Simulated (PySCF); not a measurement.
Positional isomers: quinoline fluoro+boryl. Isolated molecules, 0 K electronic values unless said otherwise. One relaxed conformer stands for each flexible species; it need not be the lowest. Strings in code marks are SMILES.

These are B3LYP-D3(BJ)/def2-TZVP // B3LYP-D3(BJ)/def2-SVP run with PySCF values and carry that method's errors. All candidates: neutral, multiplicity 1. B3LYP has the VWN-RPA correlation part, as in Gaussian. Delta-SCF ions had no search for a lower state. Excitations are Tamm–Dancoff values on a coarser integration grid. The basis has no diffuse functions, so Rydberg states are missing or too high.

T1 excitation (TDA): 2.69 eV
S1 excitation (TDA): 3.72 eV
vertical ionisation energy (Delta-SCF): 8.61 eV

Task: Which member has these values?
(A) `Bc1c(F)ccc2cccnc12`
(B) `Bc1c(F)cnc2ccccc12`
(C) `Bc1cc(F)c2ccccc2n1`
(D) `Bc1cc(F)c2ncccc2c1`

Result: D, `Bc1cc(F)c2ncccc2c1`. The others give `Bc1c(F)ccc2cccnc12`: 2.88 eV, 3.61 eV, 8.78 eV; `Bc1c(F)cnc2ccccc12`: 2.55 eV, 3.41 eV, 8.67 eV; `Bc1cc(F)c2ccccc2n1`: 2.68 eV, 3.34 eV, 8.64 eV
